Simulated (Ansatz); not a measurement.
Start from `[Cl][Bi]([Cl])[Cl]` and change one atom or group to get `[CH3][Bi]([Cl])[Cl]`.

Ansatz, PBE0-D4/def2-TZVP geometries, multiplicity 1. 

Elements past krypton have def2 core potentials.

| property | `[Cl][Bi]([Cl])[Cl]` |
| --- | --- |
| HOMO–LUMO gap (B3LYP/def2-TZVPP) / eV | 6.15 |
| ideal-gas entropy at 298 K and 1 bar (rigid rotor, harmonic PBE0-D4/def2-TZVP) / J/(mol·K) | 351 |
| HOMO–LUMO gap (PBE/def2-TZVPP) / eV | 4.69 |
| HOMO–LUMO gap (PBE0/def2-TZVPP) / eV | 6.61 |
| LUMO energy (B3LYP/def2-TZVPP) / eV | -2.39 |
| zero-point energy (PBE0-D4/def2-TZVP) / kJ/mol | 8.0 |

Question: What does the change do to each property? (Best estimate.)

Answer: The calculation gave: 
```json
{"property": "HOMO–LUMO gap (B3LYP/def2-TZVPP) / eV", "`[CH3][Bi]([Cl])[Cl]`": "5.46", "shift": "-0.69"}
{"property": "ideal-gas entropy at 298 K and 1 bar (rigid rotor, harmonic PBE0-D4/def2-TZVP) / J/(mol·K)", "`[CH3][Bi]([Cl])[Cl]`": "367", "shift": "16"}
{"property": "HOMO–LUMO gap (PBE/def2-TZVPP) / eV", "`[CH3][Bi]([Cl])[Cl]`": "4.04", "shift": "-0.65"}
{"property": "HOMO–LUMO gap (PBE0/def2-TZVPP) / eV", "`[CH3][Bi]([Cl])[Cl]`": "5.91", "shift": "-0.70"}
{"property": "LUMO energy (B3LYP/def2-TZVPP) / eV", "`[CH3][Bi]([Cl])[Cl]`": "-2.04", "shift": "0.35"}
{"property": "zero-point energy (PBE0-D4/def2-TZVP) / kJ/mol", "`[CH3][Bi]([Cl])[Cl]`": "99.4", "shift": "91.4"}
```

With PBE0 the HOMO rises by 1.06 eV and the LUMO rises by 0.37 eV, so the gap narrows by about 0.69 eV. PBE moves the HOMO by 1.01 eV and ωB97M-V by 1.01 eV. The zero-point energy changes by 91.4 kJ/mol with +9 modes.

B3LYP here is the variant with VWN-RPA as its local correlation; programs differ in this.

Spin–orbit coupling is left out; it splits and shifts lone-pair levels of the heavy atoms by tenths of an eV.
